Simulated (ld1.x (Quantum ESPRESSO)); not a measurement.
# O (Z = 8): one change to a PAW potential, before and after

ld1.x (Quantum ESPRESSO) 7.5 input, shortened:

```
&input
   title='O', zed=8., rel=1, dft='PBESOL', iswitch=3,
   config='[He] 2s2 2p3 3d-2'
 /
 &inputp
   pseudotype=3, lpaw=.true., tm=.true., lloc=-1, rcloc=1.15,
   nlcc=.true., new_core_ps=.true.,
   which_augfun='PSQ', rmatch_augfun_nc=.true.
 /
6
2S  1  0   2.00   0.00  0.55  0.70  0.0
2S  1  0   0.00   1.70  0.55  0.70  0.0
2P  2  1   3.00   0.00  1.05  1.45  0.0
2P  2  1   0.00  -0.35  1.05  1.45  0.0
3D  3  2  -2.00  -0.10  1.25  1.50  0.0
3D  3  2  -2.00   2.65  1.25  1.50  0.0
 &test
   configts(1)='2s2 2p3'
 /
```

All-electron outer shells of the reference configuration (PBEsol, scalar-relativistic, ld1.x):

```tsv
shell	level (eV)	outermost node (bohr)	outermost maximum (bohr)
2s	-39.48	0.28	0.86
2p	-24.36	–	0.79
```

Change: wave 2p channel at -0.35 Ry: rcut 1.05, rcutus 1.45 bohr becomes 2p channel at 5 Ry: rcut 1.05, rcutus 1.45 bohr.

Cutoffs: the cutoffs (Ry, on a coarse ladder) from which the occupation-weighted sum of valence levels, in a spherical-Bessel basis at the reference potential, stays within 10 and 1 mRy of its value at 400 Ry; they do not see the model core or the augmentation charge, which bear on the density cutoff. Errors are all-electron minus pseudo energies relative to the spin-unpolarised reference configuration.

Problem. Predict the effect on cutoff, ghosts and configuration errors.

Solution. The potential gets neither clearly harder nor softer (70 Ry and 100 Ry → 70 Ry and 100 Ry); of the 7 tests that both files solve, the error grows in 1 and shrinks in 2 by more than 15 % and 0.3 meV (median size 0.7 → 0.9 meV); neither file shows a bound ghost.

| quantity | base | changed |
| --- | --- | --- |
| cutoff, loose | 70 Ry | 70 Ry |
| cutoff, tight | 100 Ry | 100 Ry |
| bound ghosts | none | none |
| error for 2s2 2p4, meV [ΔE -16.36 eV] | +0.7 | -0.7 |
| error for 2s2 2p2, meV [ΔE 33.48 eV] | -2.6 | +0.9 |
| error for 2s2 2p1, meV [ΔE 87.18 eV] | -8.8 | +3.5 |
| error for 2s1 2p5, meV [ΔE -1.50 eV] | +0.1 | -1.0 |
| error for 2s1 2p4, meV [ΔE 15.14 eV] | -0.6 | -0.6 |
| error for 2s2 2p0, meV [ΔE 163.83 eV] | -2.9 | -2.9 |
| error for 2s2 2p3.5, meV [ΔE -10.11 eV] | +0.4 | +0.5 |
| s: phases at 1.65 bohr within 0.05 rad from the reference energy up to (Ry; the scan ends near 5) | to the end of the scan | to the end of the scan |
| p: phases at 1.65 bohr within 0.05 rad from the reference energy up to (Ry; the scan ends near 5) | to the end of the scan | to the end of the scan |
| d: phases at 1.65 bohr within 0.05 rad from the reference energy up to (Ry; the scan ends near 5) | to the end of the scan | to the end of the scan |
| lowest overlap eigenvalue by channel | s 0.74, p 1.00, d 0.86 | s 0.74, p 0.85, d 0.86 |
